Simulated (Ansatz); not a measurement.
`BSBC` + H₂ → `BSB` + CH₄ at 500 K and 1 bar (hydrogenolysis of a B–C bond).

Gas-phase electronic energies from Ansatz, PBE0-D4/def2-TZVP geometries. CCSD(T)/CBS adds triple-zeta CCSD(T) − MP2 to the extrapolated MP2 energy (def2 sets, frozen cores). This one scheme is used for every species. Each species was taken in one conformer, which may not be the lowest.

| species | CCSD(T)/CBS energy (Eh) | H − E (kJ/mol) | S (J/(mol·K)) |
| --- | --- | --- | --- |
| `BSBC` | -489.06011 | 230.5 | 381.5 |
| H₂ | -1.17544 | 41.0 | 145.5 |
| `BSB` | -449.77944 | 145.4 | 316.4 |
| CH₄ | -40.46206 | 135.6 | 206.8 |

H − E and S are ideal-gas, rigid-rotor, harmonic terms from PBE0-D4/def2-TZVP, for one conformer and one mirror image of each species. The MP2-based limit puts H₂ 0.8 mEh under its directly extrapolated value; such offsets cancel only in part. 1 Eh = 2625.50 kJ/mol, R = 8.31446 J/(mol·K).

By hand: ΔE, ΔH, ΔS and ΔG.

ΔE = (-449.77944) + (-40.46206) − (-489.06011) − (-1.17544) = -0.00595 Eh = -15.6 kJ/mol. Δ(H − E) = 145.4 + 135.6 − 230.5 − 41.0 = 9.5, so ΔH = -6.1 kJ/mol. ΔS = 316.4 + 206.8 − 381.5 − 145.5 = -3.8 J/(mol·K). ΔG = -6.1 − 500 × (-3.8)/1000 = -4.2 kJ/mol.

By hand: the equilibrium constant, and the temperature at which ΔG would vanish if ΔH and ΔS stayed fixed.

log₁₀ K = −ΔG/(RT ln 10) = 0.4. ΔG = 0 at ΔH/ΔS = 1605 K, though so small a ΔH makes that figure unsure.

The number of gas molecules stays the same, so ΔS is small and ΔH decides. The sign of ΔG lies within the doubt. A doubt of 5 kJ/mol in ΔE shifts log₁₀ K by 0.5 here. Other conformers and mirror images would add mixing entropy, several J/(mol·K) or more a flexible species. These are equilibria of isolated gas molecules and say nothing of rates. Largest T1 diagnostic: 0.014 (customary marks: 0.02 for closed shells, 0.045 for open ones).
